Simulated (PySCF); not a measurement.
H$_{4}$F$_{2}$O$_{3}$Si$_{2}$, singlet, at a GFN2-xTB geometry. Base run: HF/6-31G (PySCF).

Input for PySCF:
```python
from pyscf import gto, scf, solvent

mol = gto.Mole()
mol.atom = '''
    Si    1.172680    0.590953    0.233958
    F     2.267271   -0.248338   -0.597084
    F     1.185164    1.957706   -0.617377
    Si   -0.854857   -0.418643    0.144439
    O    -1.196430   -1.179791   -1.261432
    O    -2.116737    0.573416    0.384879
    O    -0.777422   -1.416675    1.421280
    H     1.836772    0.937182    1.476850
    H    -0.598279   -1.812842   -1.646331
    H    -2.471497    1.082184   -0.337607
    H    -1.563727   -1.818788    1.781873
'''
mol.basis = '6-31g'
mol.charge = 0
mol.spin = 0
mol.verbose = 4
mol.build()

mf = scf.RHF(mol)
mf.kernel()
```

Variants of this job, named by their change:

```csv
change,ΔE vs base (kcal/mol),dipole (D),HOMO-LUMO gap (eV)
base,0.000,2.82,14.84
model = IEF-PCM; solvent = n-hexane,-7.19,2.93,14.86
model = IEF-PCM; solvent = 2-propanol,-18.39,3.07,14.92
model = IEF-PCM; solvent = dimethylsulfoxide; vdw_scale = 1.0,-40.63,3.10,15.05
model = IEF-PCM; solvent = dimethylsulfoxide; r_probe = 0.5,-6.56,3.00,14.86
model = IEF-PCM; solvent = dimethylsulfoxide; vdw_scale = 1.4,-10.00,3.05,14.86
model = IEF-PCM; solvent = dimethylsulfoxide,-19.32,3.07,14.92
model = IEF-PCM; solvent = water,?,3.08,14.92
model = COSMO; solvent = dimethylsulfoxide,-19.33,3.07,14.92
model = C-PCM; solvent = dimethylsulfoxide,?,3.07,14.92
model = IEF-PCM; solvent = dimethylsulfoxide; lebedev_order = 41,?,3.08,14.92
model = IEF-PCM; solvent = dimethylsulfoxide; vdw_scale = 1.1,-27.78,3.09,14.98
```

Question: What belongs in the gaps?

Answer: 
- model = IEF-PCM; solvent = water, ΔE vs base (kcal/mol): -19.59
- model = C-PCM; solvent = dimethylsulfoxide, ΔE vs base (kcal/mol): -19.54
- model = IEF-PCM; solvent = dimethylsulfoxide; lebedev_order = 41, ΔE vs base (kcal/mol): -19.40

The base is the gas phase, so ΔE is the electrostatic part of solvation at a fixed geometry, without cavity and dispersion terms.
